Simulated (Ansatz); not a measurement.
AlF2H3SiSn: where a starting geometry ends

The starting geometry of this gas-phase singlet was optimised with GFN2-xTB; its bonds are those of `[F][Al]([F])[SiH2][SnH]`.

```xyz
8

Al   -1.7661   -0.1115    0.3945
F    -2.9336    0.5886    1.3648
F    -2.3190   -1.5633   -0.1958
Si    0.3682    1.0675    0.3143
Sn   -0.2662    2.4796    2.3806
H     0.5683    1.5142   -1.0889
H     1.3934   -0.0147    0.3902
H    -0.8411    3.7769    1.2648
```

Where would you expect an optimisation with r2SCAN-D4/def2-SVP to take it?

New bonds form, giving a structure with F2 bridging Al1 and Sn5, H8 bridging Al1 and Sn5, given below by its coordinates. Distances that change by over a tenth: F2–Sn5 (3.42 → 2.36 Å). Contacts that close: Al1–Sn5 (3.59 → 2.83 Å), Al1–H8 (4.09 → 1.88 Å).

The energy falls by 0.52 eV over 22 steps:

```csv
step,E − E(last) (eV)
1,0.520
3,0.317
6,0.226
8,0.206
10,0.198
13,0.184
15,0.083
17,0.003
20,0.000
22,0.000
```

Final geometry (Å):

```xyz
8

Al   -1.7202    0.3804    0.4363
F    -1.8089    0.4128    2.1927
F    -3.0638   -0.2263   -0.3331
Si    0.6000    0.8455    0.2319
Sn   -0.6432    2.4539    2.0414
H     0.9595    1.6051   -1.0079
H     1.7499    0.0200    0.7085
H    -1.8696    2.2460    0.5544
```

Frequencies at the end are all real (lowest 116 cm⁻¹). Atoms past krypton carry core potentials, without spin–orbit terms. Run with Ansatz 0.2.0, 48 s on 2 threads of Intel(R) Xeon(R) 6975P-C (Granite Rapids) (shared host).
